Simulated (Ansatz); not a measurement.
CH7BN2OSi. Charge 0, multiplicity 1. The bonds changed during the relaxation, so this is another structure than the one it started from. Geometry: relaxed with PBE0-D4/def2-TZVP. It is one conformer, not always the lowest.

```xyz
13

B    -1.960   -0.116    0.473
Si   -0.202   -0.965    0.468
N    -1.250   -0.366   -0.971
N     1.317   -0.192    0.587
C     1.824    0.836    0.086
O     3.024    1.316    0.435
H    -1.972    1.049    0.759
H    -2.937   -0.788    0.641
H     0.068   -2.393    0.166
H    -1.676   -1.047   -1.584
H    -0.996    0.459   -1.494
H     1.391    1.477   -0.688
H     3.370    0.730    1.123
```

Question: What is the dipole moment at r2SCAN/def2-TZVPP? (Estimate.)

Answer: Ansatz gave: 3.11 D, with components (1.49, 0.04, -2.73) D in this frame, pointing from negative to positive charge.

Question: And with PBE, B3LYP, ωB97M-V? (Estimate.)

Answer: Computed: PBE 3.05 D, B3LYP 3.02 D, ωB97M-V 3.10 D.

Question: Give the Mulliken charges with r2SCAN, ωB97M-V, PBE in def2-TZVPP. (An estimate is asked.)

Answer: Ansatz gave: 
```tsv
atom	r2SCAN	ωB97M-V	PBE
B1	-0.18	-0.31	-0.21
Si2	0.32	0.25	0.20
N3	-0.18	-0.17	-0.16
N4	-0.38	-0.34	-0.26
C5	0.22	0.16	0.09
O6	-0.28	-0.25	-0.21
H7	0.00	0.07	0.02
H8	-0.01	0.07	0.01
H9	-0.09	-0.04	-0.07
H10	0.16	0.13	0.16
H11	0.15	0.13	0.15
H12	0.05	0.09	0.06
H13	0.22	0.20	0.20
```

B3LYP here is the variant with VWN-RPA as its local correlation; programs differ in this.
